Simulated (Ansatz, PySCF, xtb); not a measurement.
Dimer: H2S (SMILES S) (first 3 atoms) with CH3I (SMILES CI); geometry from B3LYP-D3(BJ)/def2-TZVP, rigid monomers moved along the line of their centres of mass till H3···I5 is 3.49 Å.
(charge 0, multiplicity 1):
```xyz
8

S     -0.14422    -0.46619    -0.68131
H     -0.54897    -1.74027    -0.80641
H     -0.89930    -0.27559     0.41602
C      1.07528    -1.23340     3.39170
I     -0.99483    -0.84501     3.86228
H      1.29771    -2.23877     3.72987
H      1.17630    -1.13632     2.31611
H      1.66689    -0.49525     3.92061
```

Interaction energies are E(AB) − E(A) − E(B) at the monomers' geometry in the complex; basis-set methods are counterpoise corrected. Rows marked so take none.

Frozen-core correlation. Filled d and f shells under p-block atoms count as core. CBS: X⁻³ extrapolation of the correlation energy, Hartree–Fock from the larger set. Rows in LANL2DZ, STO-3G carry no dispersion term and start afresh at each structure; the Pople sets are all-electron and without relativity. LANL2DZ brings its own core potentials from Na on.

Codes used: Ansatz (Gaussian orbitals); PySCF for LANL2DZ rows, STO-3G rows, the dispersion terms; xtb for the GFN methods. Each number belongs to the level named beside it. In def2 rows elements past Kr take small-core potentials, without spin–orbit coupling.

```csv
level,interaction energy (meV)
GFN2-xTB,-77.0
HF/STO-3G (no counterpoise),-16.8
HF/def2-TZVPPD,-25.9
r2SCAN-D3(BJ)/def2-TZVPPD,-92.0
B3LYP/LANL2DZ (no counterpoise),-51.5
wB97M-V/def2-TZVPPD,-86.1
"MP2/CBS(def2-SVPD, def2-TZVPPD)",-90.8
SCS-MP2/def2-SVPD,-65.9
CCSD(T)/def2-TZVPPD,[?]
```

Complete the blanks.


- CCSD(T)/def2-TZVPPD, interaction energy (meV): -79.6

Ansatz is a first-principles code.
